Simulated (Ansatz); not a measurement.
Consider the cleavage of the Ge–Si bond: `[SiH3][SiH2][GeH3]` + `NC1=C[SiH2]1` → `[GeH3][NH]C1=C[SiH2]1` + disilane.

Isolated molecules relaxed with PBE0-D4/def2-TZVP in Ansatz; ΔE leaves out vibrations. CBS: MP2 limit from def2 TZ/QZ plus the TZ coupled-cluster correction, frozen cores. DFT in def2-TZVPP. For Ge outer-core shells are correlated without core-valence functions, which leaves a few kJ/mol of doubt a bond. Scalar relativity is left out up to krypton. Each species was taken in one conformer, which may not be the lowest.

```csv
level,ΔE (eV)
PBE,0.30
r2SCANh,0.22
HF/def2-TZVPP,0.00
SCS-MP2/def2-QZVPP,0.02
```

Task: What does CCSD(T)/CBS give? (Estimate.)

Result: Ansatz gave: +0.12 eV. The listed levels differ from it by 0.18, 0.10, -0.12, -0.10 eV.

Largest T1 diagnostic among the species: 0.013.

At CCSD(T), def2-SVP lies −0.08 eV from the extrapolated value and def2-TZVPP −0.04 eV. Leaving LDA and LC-ωPBE aside and taking each functional with its dispersion term where it has one, the values, not all of them listed here, spread over 0.18 eV, from B2PLYP to PBE-D4.
